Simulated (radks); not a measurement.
Values are calculated unless marked as measured or tabulated.
In+, 48 electrons, occupied as [Ar] 3d10 4s2 4p4 4d10 5s2 4f2 (not the ground configuration). Code: a radial shooting solver on a logarithmic mesh with Libxc functionals. Model: Dirac Kohn-Sham, HCTH/407, spin-unpolarised, spherical densities, finite nucleus; open shells fill j = l - 1/2 first; Fermi nuclear charge, rms radius 4.6156 fm. Some entries of the table are withheld. Estimate them.

orbital,occ.,eigenvalue (eV),<r^2> (bohr^2)
1s1/2,2,-27767.43,0.001196
2s1/2,2,-4194.619,0.01941
2p1/2,2,-3917.018,0.01444
2p3/2,4,-3706.046,0.01575
3s1/2,2,-827.3658,0.1386
3p1/2,2,-714.9287,(1)
3p3/2,4,-676.6879,(2)
3d3/2,4,-477.3880,0.1227
3d5/2,6,-469.5235,0.1252
4s1/2,2,-153.7635,0.7898
4p1/2,2,-116.3654,(3)
4p3/2,2,-109.3695,(4)
4d3/2,4,-50.1184,1.342
4d5/2,6,-49.0973,1.371
5s1/2,2,(5),5.047
5p1/2,0,-18.4983,6.836
5p3/2,0,-17.6522,7.273
6s1/2,0,-7.7653,27.90
4f5/2,2,-3.1067,43.27
4f7/2,0,-3.1050,43.36

Answer. 
(1) 3p1/2 <r^2> (bohr^2): 0.1334
(2) 3p3/2 <r^2> (bohr^2): 0.1421
(3) 4p1/2 <r^2> (bohr^2): 0.8855
(4) 4p3/2 <r^2> (bohr^2): 0.9413
(5) 5s1/2 eigenvalue (eV): -27.0652
